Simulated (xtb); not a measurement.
A run for xtb: GFN1-xTB on C3H4Li2 (SMILES [Li][C]1([Li])CC1).

```
$ xtb mol.xyz --gfn 1 --sp --chrg 0 --uhf 0
9

C      0.81343421     0.14917256     0.05724789
C     -0.32657787    -0.81155927    -0.19909625
C     -0.61589018     0.63873144     0.13280514
Li     1.50743657     1.73919069     0.44883572
Li     2.07042822    -1.08307332    -0.19706314
H     -0.60479197    -1.12114433    -1.20956457
H     -0.65306618    -1.53414130     0.55294880
H     -1.11967893     0.80491324     1.08824941
H     -1.07139385     1.21791028    -0.67426300
```

Output:

```
[...]
           -------------------------------------------------
          |                Calculation Setup                |
           -------------------------------------------------



           -------------------------------------------------
          |                 G F N 1 - x T B                 |
           -------------------------------------------------

        Reference                      10.1021/acs.jctc.7b00118
      * Hamiltonian:
        H0-scaling (s, p, d)           1.850000    2.250000    2.000000
        zeta-weighting                 0.000000
      * Dispersion:
        s8                             2.400000
        a1                             0.630000
        a2                             5.000000
        s9                             0.000000
      * Repulsion:
        kExp                           1.500000
        rExp                           1.000000
      * Coulomb:
        alpha                          2.000000
        third order                    atomic
        anisotropic                    false
      * Halogen bond correction:
        rad-scale                      1.300000
        damping                        0.440000


          ...................................................
          :                      SETUP                      :
          :.................................................:
          :  # basis functions                  28          :
          :  # atomic orbitals                  28          :
          :  # shells                           18          :
          :  # electrons                        18          :
          :  # halogen bonds                     0          :
          :  max. iterations                   250          :
          :  Hamiltonian                  GFN1-xTB          :
          :  restarted?                      false          :
          :  GBSA solvation                  false          :
          :  PC potential                    false          :
          :  electronic temp.          300.0000000     K    :
          :  accuracy                    1.0000000          :
          :  -> integral cutoff          0.2500000E+02      :
          :  -> integral neglect         0.1000000E-07      :
          :  -> SCF convergence          0.1000000E-05 Eh   :
          :  -> wf. convergence          0.2000000E-04 e    :
          :  Broyden damping             0.4000000          :
          :  net charge                          0          :
          :  unpaired electrons                  0          :
          ...................................................

 iter      E             dE          RMSdq      gap      omega  full diag
   1     -8.5687135 -0.856871E+01  0.103E+01    0.12       0.0  T
   2     -9.1126619 -0.543948E+00  0.778E+00    3.00       1.0  T
   3     -9.2031993 -0.905373E-01  0.464E+00    1.70       1.0  T
   4     -9.1864940  0.167052E-01  0.176E+00    0.90       1.0  T
   5     -9.2124945 -0.260005E-01  0.144E-01    1.30       1.0  T
   6     -9.2126026 -0.108102E-03  0.323E-02    1.33       1.0  T
   7     -9.2126105 -0.786553E-05  0.380E-03    1.34       8.8  T
   8     -9.2126104  0.861247E-07  0.413E-03    1.34       8.1  T
   9     -9.2126105 -0.776354E-07  0.206E-03    1.34      16.2  T
  10     -9.2126105 -0.275409E-07  0.741E-05    1.34     449.9  T
  11     -9.2126105 -0.387548E-10  0.666E-07    1.34   50044.3  T

   *** convergence criteria satisfied after 11 iterations ***

         #    Occupation            Energy/Eh            Energy/eV
      -------------------------------------------------------------
         1        2.0000           -0.6298280             -17.1385
       ...           ...                  ...                  ...
         3        2.0000           -0.5417876             -14.7428
         4        2.0000           -0.5296793             -14.4133
         5        2.0000           -0.4684225             -12.7464
         6        2.0000           -0.4634915             -12.6122
         7        2.0000           -0.4191085             -11.4045
         8        2.0000           -0.3917671             -10.6605
         9        2.0000           -0.3139961              -8.5443 (HOMO)
        10                         -0.2649150              -7.2087 (LUMO)
        11                         -0.2617085              -7.1215
        12                         -0.2038412              -5.5468
        13                         -0.1364132              -3.7120
        14                         -0.0929559              -2.5295
       ...                                ...                  ...
        28                          1.8974906              51.6333
      -------------------------------------------------------------
                  HL-Gap            0.0490810 Eh            1.3356 eV
             Fermi-level           -0.2894716 Eh           -7.8769 eV

 SCC (total)                   0 d,  0 h,  0 min,  0.004 sec
 SCC setup                      ...        0 min,  0.000 sec (  1.294%)
 Dispersion                     ...        0 min,  0.000 sec (  0.563%)
 classical contributions        ...        0 min,  0.000 sec (  0.303%)
 integral evaluation            ...        0 min,  0.001 sec ( 24.315%)
 iterations                     ...        0 min,  0.001 sec ( 27.169%)
 molecular gradient             ...        0 min,  0.002 sec ( 44.768%)
 printout                       ...        0 min,  0.000 sec (  1.467%)

         :::::::::::::::::::::::::::::::::::::::::::::::::::::
         ::                     SUMMARY                     ::
         :::::::::::::::::::::::::::::::::::::::::::::::::::::
         :: total energy              -9.084085826795 Eh    ::
         :: gradient norm              0.029242163312 Eh/a0 ::
         :: HOMO-LUMO gap              1.335562051741 eV    ::
         ::.................................................::
         :: SCC energy                -9.212610514115 Eh    ::
         :: -> electrostatic           0.010877546367 Eh    ::
         :: repulsion energy           0.131146353603 Eh    ::
         :: dispersion energy         -0.002621666283 Eh    ::
         :: halogen bond corr.         0.000000000000 Eh    ::
         :: add. restraining           0.000000000000 Eh    ::
         :: total charge              -0.000000000000 e     ::
         :::::::::::::::::::::::::::::::::::::::::::::::::::::

           -------------------------------------------------
          |                Property Printout                |
           -------------------------------------------------

    * Orbital Energies and Occupations

         #    Occupation            Energy/Eh            Energy/eV
      -------------------------------------------------------------
         1        2.0000           -0.6298280             -17.1385
         2        2.0000           -0.5766850             -15.6924
         3        2.0000           -0.5417876             -14.7428
         4        2.0000           -0.5296793             -14.4133
         5        2.0000           -0.4684225             -12.7464
         6        2.0000           -0.4634915             -12.6122
         7        2.0000           -0.4191085             -11.4045
         8        2.0000           -0.3917671             -10.6605
         9        2.0000           -0.3139961              -8.5443 (HOMO)
        10                         -0.2649150              -7.2087 (LUMO)
        11                         -0.2617085              -7.1215
        12                         -0.2038412              -5.5468
        13                         -0.1364132              -3.7120
        14                         -0.0929559              -2.5295
        15                         -0.0613976              -1.6707
Note: The following floating-point exceptions are signalling: IEEE_DENORMAL
normal termination of xtb
        16                         -0.0432672              -1.1774
        17                         -0.0387924              -1.0556
        18                         -0.0218362              -0.5942
        19                          0.1212884               3.3004
        20                          0.2092921               5.6951
       ...                                ...                  ...
        28                          1.8974906              51.6333
      -------------------------------------------------------------
                  HL-Gap            0.0490810 Eh            1.3356 eV
             Fermi-level           -0.2894716 Eh           -7.8769 eV

  Mulliken/CM5 charges         n(s)   n(p)   n(d)
     1C    -0.38431 -0.56881   1.167  3.218  0.000
     2C    -0.01231 -0.13387   0.983  3.029  0.000
     3C    -0.01231 -0.13387   0.983  3.029  0.000
     4Li    0.18336  0.29085   0.199  0.618  0.000
     5Li    0.18336  0.29085   0.199  0.618  0.000
     6H     0.01055  0.06371   0.989  0.000  0.000
     7H     0.01055  0.06371   0.989  0.000  0.000
     8H     0.01055  0.06371   0.989  0.000  0.000
     9H     0.01055  0.06371   0.989  0.000  0.000

Wiberg/Mayer (AO) data.
largest (>0.10) Wiberg bond orders for each atom

 ---------------------------------------------------------------------------
     #   Z sym  total        # sym  WBO       # sym  WBO       # sym  WBO
 ---------------------------------------------------------------------------
     1   6 C    3.724 --     4 Li   0.925     5 Li   0.925     3 C    0.909
                             2 C    0.909
     2   6 C    3.959 --     7 H    0.957     6 H    0.957     3 C    0.953
                             1 C    0.909     5 Li   0.132
     3   6 C    3.959 --     9 H    0.957     8 H    0.957     2 C    0.953
                             1 C    0.909     4 Li   0.132
     4   3 Li   1.392 --     1 C    0.925     5 Li   0.215     3 C    0.132
     5   3 Li   1.392 --     1 C    0.925     4 Li   0.215     2 C    0.132
     6   1 H    1.017 --     2 C    0.957
     7   1 H    1.017 --     2 C    0.957
     8   1 H    1.017 --     3 C    0.957
     9   1 H    1.017 --     3 C    0.957
 ---------------------------------------------------------------------------

Topologies differ in total number of bonds
Writing topology from bond orders to xtbtopo.mol

 dipole moment from electron density (au)
     X       Y       Z
   0.7645   0.1402   0.0538  total (Debye):    1.980


           -------------------------------------------------
          | TOTAL ENERGY               -9.084085826795 Eh   |
          | GRADIENT NORM               0.029242163312 Eh/α |
          | HOMO-LUMO GAP               1.335562051741 eV   |
           -------------------------------------------------

------------------------------------------------------------------------
------------------------------------------------------------------------
 total:
 SCF:
```

The run finished.

Cost: roughly 0.020 core-seconds.
